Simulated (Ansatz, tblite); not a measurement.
Removing and adding an electron: Zn₁₂H₃₀Se₁₂. Total charge 0; singlet. Geometry: PBE-D4/def2-SVP. Ansatz, gas phase; energy differences of separate SCF runs; the oxidised species was run as a doublet alone; the reduced species was run as a doublet alone.

Cartesian coordinates in Å:
```
Zn -2.127 3.840 2.123
Se -4.183 0.587 2.590
Zn 0.062 3.664 0.668
Se 2.288 3.603 1.722
Se -1.370 1.644 1.080
Zn 0.293 0.461 2.493
Zn -3.474 -1.839 1.731
Se -1.046 -1.841 2.470
Zn 3.233 1.700 0.473
Se 2.016 -0.442 0.962
Zn 4.384 -0.225 1.848
Zn -0.016 -3.953 1.517
Se 2.574 -3.563 2.037
Se 0.091 4.343 -1.698
Zn -1.998 1.193 -1.286
Se -3.034 -1.166 -0.685
Zn 1.271 2.383 -2.597
Se 3.629 2.166 -1.907
Se 0.029 0.217 -2.360
Zn 1.851 -1.167 -1.413
Zn -2.151 -3.222 -1.906
Se 0.175 -3.157 -0.901
Zn 0.503 1.035 -4.717
Se -1.786 -1.919 -4.204
H -1.054 3.556 4.203
H -3.468 4.069 2.877
H -3.155 0.768 3.643
H -5.147 0.011 3.580
H -0.883 4.842 1.564
H -0.624 2.949 3.975
H 1.796 2.690 2.801
H 0.669 1.093 3.893
H -4.526 -2.921 2.137
H -1.277 -2.348 3.847
H 4.782 1.284 1.191
H 5.024 -1.157 2.919
H 5.405 -1.377 0.100
H -0.471 -5.394 1.916
H 2.511 -2.708 3.246
H 2.674 -4.803 2.871
H -1.232 3.674 -1.933
H -1.707 2.018 -4.295
H -2.815 2.244 -2.138
H -4.435 -1.241 -1.171
H 1.227 2.519 -4.348
H 3.616 0.701 -2.220
H 4.778 -1.263 -0.347
H 3.198 -1.449 -2.190
H -2.975 -4.536 -2.107
H 0.680 -4.436 -1.462
H -1.584 2.009 -5.063
H 0.385 0.164 -6.002
H -2.241 -3.083 -5.029
H -0.365 -2.216 -4.499
```

The xTB rows come from tblite. Single mean-field runs in def2-SVP are fitted with def2-universal-jkfit. HOMO above LUMO, or a gap near zero within one spin, warns that the state may not be the lowest or that an electron is smeared out. In the singlet geometry the species has come apart into loosely held pieces. In the singlet, H42 and H51 lie 0.78 Å apart, H37 and H47 lie 0.78 Å apart, H25 and H30 lie 0.78 Å apart (atoms count from 1), so H2 has formed as a molecule. In the doublet geometry the species has come apart into loosely held pieces.

```csv
level,−HOMO (eV),vertical IE (eV),−LUMO (eV),vertical EA (eV),HOMO–LUMO gap (eV),IE − EA (eV),remarks
GFN1-xTB,9.11,10.71,5.78,4.46,3.33,6.25,–
GFN2-xTB,11.34,12.62,7.74,6.47,3.61,6.15,–
PBE-D4/def2-SVP,5.65,–,1.94,0.63,3.72,–,"HOMO above zero (-1 doublet), gap within one spin near zero (-1 doublet)"
PBE0-D4/def2-SVP,6.77,7.86,1.18,0.30,5.59,7.56,HOMO above zero (-1 doublet)
```

Run but left out: PBE-D4/def2-SVP (charge +1 doublet: an occupied level 0.06 eV above an empty one).   A HOMO above zero means that the electron is unbound at that level or that self-interaction error raises the level; the energy of removing that electron tells which. Raw xTB energy differences between charge states are shifted by several eV; the methods need an empirical correction for them. Sets without diffuse functions give affinities that are too small.
